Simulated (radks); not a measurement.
Ba XLV, 12 electrons, occupied as [Ne] 3s1.75 3d0.25 (fractional occupations, a model configuration).

Method: scalar-relativistic Kohn-Sham, revPBE, spin-polarised, spherical densities, finite nucleus; open shells are filled with parallel spins first (spin-orbit coupling, left out, can overturn this in heavy ions); Fermi nuclear charge, rms radius 4.8378 fm; computed with a radial shooting solver on a logarithmic mesh with Libxc functionals.

Energy parts (hartree):
total: -6280.7055
kinetic: 6712.5033
electron-nucleus: -13566.3508
Hartree: 676.8280
exchange-correlation: -103.6860

Orbitals (lengths in bohr, moments of r in powers of bohr):
orbital,occ.,eigenvalue (hartree),<1/r>
1s up,1,-1477.877,60.73
1s down,1,-1477.852,60.73
2s up,1,-318.7724,14.20
2s down,1,-318.6936,14.21
2p up,3,-297.6048,13.48
2p down,3,-297.5418,13.48
3s up,1,-129.3431,5.814
3s down,0.75,-129.1014,5.811
3d up,0.25,-115.9065,5.337
3d down,0,-115.6904,5.339

The highest occupied level is 3d up at -3154.0 eV. Summed over all electrons, <r^2> = 0.2419 bohr^2, which gives a Langevin (diamagnetic) susceptibility term of -0.192 x 10^-6 cm^3/mol. Spin moment in Bohr magnetons: 0.5. The electron density at the nucleus is 3.353e+05 e/bohr^3 (large components only).
